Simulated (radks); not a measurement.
Task: These are the eigenvalues of the occupied orbitals of an atom or ion with whole-number occupations (hartree). Method: non-relativistic Kohn-Sham, PBE, spin-polarised, spherical densities, point nucleus; computed with a radial shooting solver on a logarithmic mesh with Libxc functionals.

| orbital | eigenvalue |
|---|---|
| 1s up | -579.5838 |
| 1s down | -579.5764 |
| 2s up | -82.28023 |
| 2s down | -82.27520 |
| 2p up | -75.48996 |
| 2p down | -75.48463 |
| 3s up | -17.34503 |
| 3s down | -17.33152 |
| 3p up | -14.85133 |
| 3p down | -14.83697 |
| 3d up | -10.33498 |
| 3d down | -10.31958 |
| 4s up | -6.15090 |

Which element is it, and in what charge state? The configuration may be excited. Open shells, if any, are filled with parallel spins first.

Result: Z = 38, strontium, charge +9: Sr9+ in [Ar] 3d10 4s1. The list shows which subshells hold electrons but not how many an open one holds; the 1s level, -579.58 hartree, gives Z - s = 34.0 by -(Z - s)^2/2, which with screening narrows Z to a few neighbours, and the depths of the outer levels then fix element, charge and occupations together.
